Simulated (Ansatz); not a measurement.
Frontier orbitals of `N[SiH2][SiH](O)O`.

```json
{"atom": "N1", "x (Å)": "-1.876", "y (Å)": "-0.136", "z (Å)": "0.331"}
{"atom": "Si2", "x (Å)": "-0.525", "y (Å)": "0.752", "z (Å)": "0.956"}
{"atom": "Si3", "x (Å)": "1.253", "y (Å)": "0.036", "z (Å)": "-0.388"}
{"atom": "O4", "x (Å)": "1.338", "y (Å)": "-1.584", "z (Å)": "-0.071"}
{"atom": "O5", "x (Å)": "0.905", "y (Å)": "0.352", "z (Å)": "-1.968"}
{"atom": "H6", "x (Å)": "-1.809", "y (Å)": "-1.143", "z (Å)": "0.330"}
{"atom": "H7", "x (Å)": "-2.811", "y (Å)": "0.149", "z (Å)": "0.581"}
{"atom": "H8", "x (Å)": "-0.819", "y (Å)": "2.196", "z (Å)": "0.741"}
{"atom": "H9", "x (Å)": "-0.246", "y (Å)": "0.582", "z (Å)": "2.416"}
{"atom": "H10", "x (Å)": "2.582", "y (Å)": "0.671", "z (Å)": "-0.183"}
{"atom": "H11", "x (Å)": "2.019", "y (Å)": "-2.090", "z (Å)": "-0.519"}
{"atom": "H12", "x (Å)": "-0.009", "y (Å)": "0.214", "z (Å)": "-2.225"}
```

The species carries charge 0 and has multiplicity 1. All single points use the PBE0-D4/def2-TZVP geometry. It is one conformer, not always the lowest. Basis def2-TZVPP, Ansatz 0.2.0.

```json
{"functional": "LDA (SPW92)", "HOMO (eV)": "-6.04", "LUMO (eV)": "-1.36"}
```

Give HOMO and LUMO (eV) with PBE, revPBE, BLYP, r2SCAN, B97M-V, PBE0, B3LYP, r2SCANh, r2SCAN0, HSE06 (plane-wave form), BHLYP, CAM-B3LYP, LC-ωPBE, ωB97X-V, ωB97M-V, HF. (An estimate is asked.)

Ansatz gave: 
```json
{"functional": "PBE", "HOMO": "-5.94", "LUMO": "-1.15"}
{"functional": "revPBE", "HOMO": "-5.89", "LUMO": "-1.04"}
{"functional": "BLYP", "HOMO": "-5.84", "LUMO": "-1.04"}
{"functional": "r2SCAN", "HOMO": "-6.23", "LUMO": "-0.77"}
{"functional": "B97M-V", "HOMO": "-6.36", "LUMO": "-1.06"}
{"functional": "PBE0", "HOMO": "-7.26", "LUMO": "-0.31"}
{"functional": "B3LYP", "HOMO": "-7.06", "LUMO": "-0.54"}
{"functional": "r2SCANh", "HOMO": "-6.72", "LUMO": "-0.49"}
{"functional": "r2SCAN0", "HOMO": "-7.45", "LUMO": "-0.08"}
{"functional": "HSE06 (plane-wave form)", "HOMO": "-6.86", "LUMO": "-0.68"}
{"functional": "BHLYP", "HOMO": "-8.49", "LUMO": "0.50"}
{"functional": "CAM-B3LYP", "HOMO": "-8.63", "LUMO": "0.64"}
{"functional": "LC-ωPBE", "HOMO": "-9.94", "LUMO": "1.86"}
{"functional": "ωB97X-V", "HOMO": "-9.62", "LUMO": "1.67"}
{"functional": "ωB97M-V", "HOMO": "-9.44", "LUMO": "1.32"}
{"functional": "HF", "HOMO": "-10.35", "LUMO": "2.65"}
```

B3LYP here is the variant with VWN-RPA as its local correlation; programs differ in this. LC-ωPBE has ω = 0.4 bohr⁻¹. Positive LUMOs are unbound and depend on the basis.
